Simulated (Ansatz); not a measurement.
Ansatz (an electronic-structure program) input (wB97X/def2-TZVPD):

Ansatz 0.2 input:
```yaml
crystal:
  periodic: [false, false, false]
  atoms:
    - {symbol: V, position_ang: [-0.00000000, -0.00000000, -1.81490819]}
    - {symbol: I, position_ang: [0.00000000, 0.00000000, 0.78760167]}
basis:
  gaussian:
    orbitals: def2-TZVPD
hamiltonian:
  xc: {name: wB97X}
magnetization: {spin_polarized: true, initial_magnetization: 4}
```

Output:

```
Functional definition: wB97X
integrals: 0.06 GiB planned
913 factors; their error is unknown
integrals: 0.09 GiB planned
194 factors; integrals over basis functions are off by at most 1.2e-4 eV
mean field: 0.71 GiB planned
mean field evaluation 1: about -33785.9524 eV, gradient 2.9e1 eV
mean field evaluation 2: about -33784.7132 eV, gradient 3.6e1 eV
mean field evaluation 4: about -33788.7580 eV, gradient 1.8e0 eV
mean field evaluation 8: about -33788.8706 eV, gradient 1.8e-1 eV
mean field evaluation 16: about -33789.1101 eV, gradient 1.7e-2 eV
mean field evaluation 32: about -33789.1219 eV, gradient 3.1e-1 eV
mean field -33789.17343506 eV, -1241.7292206140 hartree, gradient 4.4e-6 eV, S^2 6.006804; 3 other end points of the search recorded, 0 dependent functions left out
reference -33789.17341971 eV, -1241.7292200499 hartree; 26, 22 occupied and 81, 85 virtual orbitals, 913 factors
Total energy: -33789.17341971 eV, -1241.7292200499 hartree
```

The spin state was set by rule; other spins were not relaxed.
